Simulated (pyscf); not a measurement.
**Insertion: `[SnH3][SnH3]` + `[GeH2]` [singlet] -> `[GeH3][SnH2][SnH3]`**

Gas phase, singlet surface, charge 0. Bonds broken: Sn1–H3. Bonds formed: Sn1–Ge9, H3–Ge9. Structures and frequencies: ωB97X-D3(BJ)/def2-SVP in PySCF.

Transition state (Å):

```xyz
11

Sn    -0.1729     0.2947    -0.5899
Sn     0.4150    -1.8406     0.9793
H     -1.1237     1.7822     0.2453
H     -0.7867    -0.0250    -2.1462
H      1.1409     1.3912    -0.7613
H      2.0222    -2.3814     0.7597
H     -0.6726    -3.0941     0.5931
H      0.1977    -1.3651     2.6021
Ge    -2.5246     0.7887     0.6676
H     -2.2275     1.3353     2.0999
H     -3.2974     1.9801     0.0218
```

One imaginary mode, 218i cm⁻¹; descent along it reached the two sides named, in the forms told below.

| bond | change | reactant side (Å) | saddle | product side |
|---|---|---|---|---|
| Sn1–H3 | breaks | 1.822 | 1.953 | 3.4 |
| Sn1–Ge9 | forms | 2.9 | 2.7 | 2.569 |
| H3–Ge9 | forms | 1.880 | 1.769 | 1.537 |

Electronic energies relative to the separated reactants (eV):

```csv
level,barrier,reaction energy,reverse barrier
ωB97X-D3(BJ)/def2-TZVP,-0.76,-2.54,1.78
PBE/def2-TZVP,-0.72,-2.21,1.48
r²SCAN/def2-TZVP,-0.81,-2.40,1.59
B3LYP-D3(BJ)/def2-TZVP,-0.54,-2.14,1.61
PBE0-D3(BJ)/def2-TZVP,-0.76,-2.39,1.63
M06-2X/def2-TZVP,-0.58,-2.14,1.56
ωB97M-D3(BJ)/def2-TZVP,-0.43,-2.09,1.66
HF/def2-TZVP,0.15,-1.91,2.05
```

With ωB97M-D3(BJ)/def2-TZVP energies and thermal terms (ideal gas, 1 atm, RRHO with modes under 100 cm⁻¹ raised to 100, one conformer, R ln 2 for chiral ones without a mode under 150 cm⁻¹), in eV:

```csv
T (K),ΔH‡,ΔG‡,ΔH,ΔG
298,-0.39,0.07,-1.95,-1.52
600,-0.37,0.52,-1.93,-1.09
900,-0.35,0.96,-1.89,-0.68
1200,-0.33,1.40,-1.84,-0.29
```

On the reactant side the descent ends in an adduct with a Ge–Sn, Ge–H contact, 0.78 eV under the separated species and 0.02 eV under the saddle at ωB97X-D3(BJ)/def2-TZVP. At ωB97X-D3(BJ)/def2-TZVP, PBE, r²SCAN, B3LYP-D3(BJ), PBE0-D3(BJ), M06-2X, ωB97M-D3(BJ) the saddle lies under the separated reactants, which points to a path from their complex (located at ωB97X-D3(BJ) alone). What is counted as formed (Ge–Sn, Ge–H) is already present as a longer contact in the reactant adduct; forming that adduct is a step of its own. One saddle was located; it need not be the lowest between these sides. Elements up to Kr have no core potential and no relativistic terms here. Elements past Kr carry the def2 core potentials, without spin-orbit coupling.
